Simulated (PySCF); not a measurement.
A GIAO shielding run with PySCF 2.14.0 with density-fitted response routines (density fitting, non-relativistic, gas phase) on SMILES CNC[C@@H]1C[C@H](C#N)[C@H]1F, C$_{7}$H$_{11}$FN$_{2}$:

```
$ OMP_NUM_THREADS=1 python probes_run.py task.json out

{"job": {"kind": "nmr", "xc": "PBE0", "basis": "pcSseg-1"}, "charge": 0, "multiplicity": 1}
C     -3.287786    -0.192432    -0.174272
N     -1.980567     0.376453    -0.428129
C     -0.994886    -0.009586     0.561752
C      0.335618     0.665356     0.267182
C      1.206546     0.080542    -0.862591
C      2.431344     0.108953     0.081824
C      3.187736    -1.105677     0.172056
N      3.751990    -2.097734     0.244454
C      1.475446     0.398380     1.260310
F      1.838882     1.462435     2.038177
H     -3.964280     0.106881    -0.971821
H     -3.282231    -1.290880    -0.105811
H     -3.662979     0.206637     0.768301
H     -1.658836     0.097969    -1.350947
H     -0.852040    -1.105888     0.619240
H     -1.357592     0.329268     1.537923
H      0.171722     1.736631     0.145095
H      0.921730    -0.935480    -1.132589
H      1.299639     0.681577    -1.763035
H      3.098622     0.953642    -0.100838
H      1.313002    -0.450104     1.931581
```

Hardware: 1 thread of an Arm Neoverse V2, shared host. The job also computes population analyses, field gradients, ring-centre shieldings.

(1) How large is the calculation?

(2) How long does it take, and how much memory does it need?

Answers

(1) 76 electrons, 225 basis functions and 1152 auxiliary functions.

(2) 46 s of wall time, with 14 SCF cycles and 5 response iterations; peak memory 0.97 GiB. Times on a shared host scatter by some tens of per cent.
